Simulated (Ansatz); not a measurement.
Cost and result for the atomization energy of AlH$_{4}$OPSi (8 atoms, 9 bonds).

Cartesian coordinates in Å:
```
O -0.635 -1.369 0.476
P 1.141 -0.714 0.663
Al -0.896 0.489 0.580
Si 0.714 0.622 -1.124
H -0.823 -1.920 1.244
H -1.963 1.020 1.611
H 0.843 0.081 -2.507
H 1.620 1.789 -0.942
```

Total charge 0; spin multiplicity 1. The bonds changed during the relaxation, so this is another structure than the one it started from. The structure was optimised at the PBE0-D4/def2-TZVP level. It is one conformer, not always the lowest. Program: Ansatz. All runs use 2 threads of an Arm Neoverse V1 on a shared host. Times are those of one run each, without the atoms' runs, and a repeat can differ threefold. Electronic energies, without spin–orbit coupling; frozen cores. CCSD(T)/CBS adds CCSD(T) − MP2 in def2-TZVPP to the MP2 limit, and its time is that of the two runs behind it. T1 = 0.018. B3LYP takes the VWN-RPA correlation (the form of Gaussian; ORCA's B3LYP/G).

CCSD(T)/CBS is a level of theory with its own doubt, some kJ/mol a heavy atom from the limit and from the frozen cores, so smaller differences don't rank the functionals.

```csv
level,functions,wall time
LDA (SPW92)/def2-TZVPP,213,1.8 s
CCSD(T)/def2-SVP,88,2.7 s
revPBE-D4/def2-TZVPP,213,3 s
PBE0-D4/def2-TZVPP,213,4.2 s
B3LYP-D4/def2-TZVPP (with forces),213,7 s
r2SCAN-D4/def2-TZVPP (with forces),213,7.5 s
r2SCANh-D4/def2-TZVPP,213,8 s
PBE-QIDH/def2-TZVPP,213,8 s
B97M-V/def2-TZVPP,213,13 s
ωB97M-V/def2-TZVPP (with forces),213,18 s
MP2/def2-QZVPP,387,23 s
CCSD(T)/def2-TZVPP,213,69 s
CCSD(T)/CBS(def2),–,91 s
```

Question: What atomization energy does each give, and how far from CCSD(T)/CBS? (An estimate is asked.)

Answer: Ansatz gave: 
```tsv
level	atomization (kJ/mol)	difference from CCSD(T)/CBS	per bond
LDA (SPW92)/def2-TZVPP	2659.6	360.9	40.1
CCSD(T)/def2-SVP	2067.7	-231.0	-25.7
revPBE-D4/def2-TZVPP	2269.6	-29.1	-3.2
PBE0-D4/def2-TZVPP	2274.0	-24.7	-2.7
B3LYP-D4/def2-TZVPP (with forces)	2281.6	-17.1	-1.9
r2SCAN-D4/def2-TZVPP (with forces)	2309.7	11.0	1.2
r2SCANh-D4/def2-TZVPP	2287.6	-11.1	-1.2
PBE-QIDH/def2-TZVPP	2250.3	-48.4	-5.4
B97M-V/def2-TZVPP	2350.6	51.9	5.8
ωB97M-V/def2-TZVPP (with forces)	2310.0	11.3	1.3
MP2/def2-QZVPP	2280.1	-18.6	-2.1
CCSD(T)/def2-TZVPP	2208.3	-90.4	-10.0
CCSD(T)/CBS(def2)	2298.7	0.0	0.0
```

From r2SCAN to r2SCAN0 (25 % exact exchange), in def2-TZVPP and without D4, the atomization energy moves by −54.5 kJ/mol: exact exchange takes away binding that semilocal exchange gives to molecules. In def2-TZVPP, CCSD(T) changes the Hartree–Fock value by +695.0 kJ/mol (the triples alone add +49.7 kJ/mol) and MP2 by +713.3 kJ/mol; breaking electron pairs costs correlation energy, which Hartree–Fock lacks. The D4 term adds +34.9 kJ/mol with B3LYP and +17.9 kJ/mol with PBE0; it sums over pairs of atoms, weighted by their polarisabilities, and B3LYP, whose exchange is more repulsive, gets the larger term.
